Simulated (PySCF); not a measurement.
## BrPdN, triplet: computed properties

All numbers come from UPBE0 in PySCF with Pd def2-SVP with ECP28, N def2-SVP, Br def2-SVP; scalar-relativistic core potentials, no spin–orbit coupling; density-fitted integrals.

The structure is a minimum.

- Point group: Cs
- Bond lengths: Pd–Br 2.365 Å, Pd–N 1.746 Å
- Bond angles: Br–Pd–N 110.6°
- Highest occupied level (α): -7.56 eV
- Lowest empty level (α): -4.10 eV
- Zero-point energy: 6.6 kJ/mol
- Rotational constants: 0.5593, 0.05774, 0.05233 cm⁻¹
- Principal polarisabilities: 33.0, 44.8, 76.4 bohr³
- Heat capacity Cp at 298.15 K: 51.9 J/(mol K)
- Rotational symmetry number: 1
- Dipole moment: 3.18 D
- Enthalpy at 298.15 K above 0 K: 13.25 kJ/mol
- Principal quadrupole moments (Buckingham, traceless) about the centre of mass: -4.04, -0.70, 4.75 D Å
- Spin squared ⟨S²⟩: 2.060
- Entropy at 298.15 K and 1 bar (electronic part: spin only): 315.3 J/(mol K)
- Atomisation energy without zero-point energy: 436 kJ/mol

Harmonic modes (masses in u: Pd 105.903, N 14.003, Br 78.918):
| symmetry | ω (cm⁻¹) | IR (km/mol) | μ (u) |
| --- | --- | --- | --- |
| a' | 119 | 5.1 | 17.51 |
| a' | 266 | 12.7 | 86.02 |
| a' | 717 | 0.5 | 15.47 |

Charges (e):
```tsv
atom	Mulliken	Löwdin	polar tensor	spin (Mulliken)	Mayer order to Pd1
Pd1	0.35	-0.19	0.54	0.27	–
N2	-0.10	0.14	-0.11	1.81	1.59
Br3	-0.24	0.06	-0.42	-0.09	1.02
```

Mulliken populations on Pd1 (electrons outside its core potential): s 2.46, p 6.30, d 8.89, f 0.00.

Outer orbital energies (eV). α occupied: -12.02, -10.62, -10.18, -9.01, -8.45, -8.34, -7.74, -7.56; empty: -4.10, -1.77, 0.31, 1.14. β occupied: -11.52, -11.04, -10.56, -10.34, -9.99, -8.36, -7.95, -7.72; empty: -4.02, -3.01, -2.99, -1.09.

Formally Pd is in oxidation state +4, d6, with 2 unpaired electrons (the high-spin count would be 4). The Mulliken spin on Pd is 0.27, so most of the spin sits on the ligands and the formal count fails. The polar-tensor charge on Pd, 0.54, is far below the formal one.

Other isomers or separated fragments may lie lower. Open d and f shells are described by one determinant, and the ground state may have another occupation or spin.

The final relaxation and frequency run took roughly 4 core-minutes on a shared host.
